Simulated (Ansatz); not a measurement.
Isolated molecules relaxed with PBE0-D4/def2-TZVP in Ansatz; ΔE leaves out vibrations. CCSD(T)/CBS is the MP2 limit (def2-TZVPP, def2-QZVPP) plus CCSD(T) − MP2 in def2-TZVPP, frozen cores. This one scheme is used for every species. For Se outer-core shells are correlated without core-valence functions, which leaves a few kJ/mol of doubt a bond. Scalar relativity is left out up to krypton. Each species was taken in one conformer, which may not be the lowest.

`OC1(F)[SiH2][Se]1` + CH₄ → `CC1(F)[SiH2][Se]1` + H₂O  (formal exchange of groups at a C–O bond)

| level | ΔE (eV) |
| --- | --- |
| HF/def2-QZVPP | -0.17 |
| MP2/def2-QZVPP | -0.36 |

**Question.** What does CCSD(T)/CBS give? (Estimate.)

**Answer.** Computed: -0.32 eV. The listed levels differ from it by 0.15, -0.04 eV.

Largest T1 diagnostic among the species: 0.012.

The D4 term adds −0.05 eV with B3LYP and −0.03 eV with PBE0; it sums over pairs of atoms, weighted by their polarisabilities, and B3LYP, whose exchange is more repulsive, gets the larger term. From PBE to PBE0 (25 % exact exchange), in def2-TZVPP and without D4, ΔE moves by −0.06 eV. In def2-TZVPP, CCSD(T) changes the Hartree–Fock value by −0.10 eV (the triples alone add +0.01 eV) and MP2 by −0.16 eV.

B3LYP here is the variant with VWN-RPA as its local correlation; programs differ in this.
